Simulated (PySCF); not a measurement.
Zr(OH)2 (H2O2Zr), SMILES [Zr]([OH])[OH] (connectivity only; charge and spin as stated), neutral, multiplicity 3.

Geometry optimised at PBE-D3(BJ)/def2-TZVP. The spin state was assumed, not searched. The def2 effective core potentials stand for the cores of Zr; spin–orbit coupling is left out. Other conformers were not sampled.

Method: PBE-D3(BJ)/def2-TZVP in PySCF.

Frequencies are harmonic and unscaled.

Computed vibrational spectrum:
```
mode  ν (cm⁻¹)  IR (km/mol)  moving atoms (share of kinetic energy)
----  --------  -----------  --------------------------------------
1           84          2.6                 O 60 %, Zr 22 %, H 18 %
2          304        160.4                          H 77 %, O 21 %
3          368         83.6                          H 79 %, O 20 %
4          384          0.0                          H 89 %, O 11 %
5          414        138.0                          H 85 %, O 14 %
6          661         26.1                                  O 88 %
7          665        180.4                         O 68 %, Zr 25 %
8         3834        255.6                                  H 94 %
9         3836        103.8                                  H 94 %
```
